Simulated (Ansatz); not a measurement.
Calculated with Ansatz (gas phase, PBE0-D4/def2-TZVP geometries, no zero-point term in ΔE). CCSD(T)/CBS adds triple-zeta CCSD(T) − MP2 to the extrapolated MP2 energy (def2 sets, frozen cores). This one scheme is used for every species. Functionals use def2-TZVPP. B3LYP here is the variant with VWN-RPA as its local correlation; programs differ in this. Each species was taken in one conformer, which may not be the lowest.

`C[SiH](F)CF` + `CCl` → `FC[SiH](F)CCl` + CH₄  (formal exchange of groups at the Si–C bond)

`C[SiH](F)CF`:

Z-matrix (Å, degrees):
```
C
Si 1 1.850
H 1 1.093 2 109.6
H 1 1.093 2 111.1 3 119.5
H 1 1.092 2 111.2 3 -119.6
F 2 1.606 1 110.1 3 -176.2
C 2 1.889 1 111.4 3 -58.9
H 2 1.484 1 111.8 3 64.3
F 7 1.396 2 108.5 1 58.5
H 7 1.095 2 112.3 1 178.1
H 7 1.096 2 111.8 1 -60.7
```

`CCl`:

```xyz
5

C     0.010    0.141   -0.037
Cl   -0.116   -1.571    0.409
H     1.063    0.406   -0.103
H    -0.481    0.737    0.729
H    -0.477    0.287   -0.998
```

`FC[SiH](F)CCl`:

Cartesian coordinates in Å:
```
F 0.407 -2.069 -0.508
C 0.033 -1.414 0.662
Si 0.430 0.419 0.521
F 2.019 0.608 0.489
C -0.273 1.100 -1.073
Cl -2.051 0.998 -0.915
H 0.567 -1.875 1.500
H -1.039 -1.571 0.819
H -0.106 1.152 1.692
H 0.021 0.510 -1.940
H -0.010 2.143 -1.247
```

CH₄:

```xyz
5

C     0.000    0.000    0.000
H     0.861    0.647    0.165
H    -0.052   -0.274   -1.053
H    -0.910    0.528    0.283
H     0.101   -0.901    0.605
```

Question: Is it downhill or uphill in electronic energy at CCSD(T)/CBS, and by how much? (An estimate is asked.)

Answer: Ansatz gave: Uphill: ΔE = +0.04 eV.

Question: What do these levels give: B3LYP-D4, PBE, r2SCAN, B3LYP, HF/def2-TZVPP, SCS-MP2/def2-TZVPP? (An estimate is asked.)

Answer: Ansatz gave: B3LYP-D4 0.02, PBE 0.05, r2SCAN 0.04, B3LYP 0.08, HF/def2-TZVPP 0.12, SCS-MP2/def2-TZVPP 0.04 eV.

Largest T1 diagnostic among the species: 0.011.

The D4 term adds −0.06 eV with B3LYP and −0.03 eV with PBE0; it sums over pairs of atoms, weighted by their polarisabilities, and B3LYP, whose exchange is more repulsive, gets the larger term. In def2-TZVPP, CCSD(T) changes the Hartree–Fock value by −0.09 eV (the triples alone add −0.02 eV) and MP2 by −0.10 eV.
